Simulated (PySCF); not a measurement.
Cost of excited-state runs on `c1pcpc(C2CC2)p1`, C₆H₇P₃

Geometry (Å), atoms numbered from 1 in this order:
```xyz
16

C     2.440    1.041    0.693
P     3.630   -0.008    0.005
C     2.716   -1.228   -0.812
P     1.034   -1.546   -1.034
C     0.159   -0.285   -0.199
C    -1.311   -0.442   -0.307
C    -2.205   -0.070    0.848
C    -2.208    0.767   -0.383
P     0.715    1.095    0.721
H     2.877    1.872    1.245
H     3.341   -1.972   -1.302
H    -1.615   -1.306   -0.892
H    -3.059   -0.698    1.054
H    -1.725    0.327    1.733
H    -3.064    0.725   -1.040
H    -1.731    1.737   -0.341
```

PySCF with density fitting, on 1 thread of an Arm Neoverse V2, shared host. Command: `OMP_NUM_THREADS=1 python excited_run.py task.json out`

Q: How long does each of these runs take, and how much memory?
- magnetisability and related constants, B3LYP/pcSseg-1; usual settings
- magnetisability and related constants, revPBE/cc-pVDZ; usual settings

A: 
```tsv
run	level	basis functions	wall time	peak memory (GiB)
magnetisability and related constants	B3LYP/pcSseg-1	209	37 s	0.96
magnetisability and related constants	revPBE/cc-pVDZ	173	29 s	0.71
```
Times from a shared host are rough.
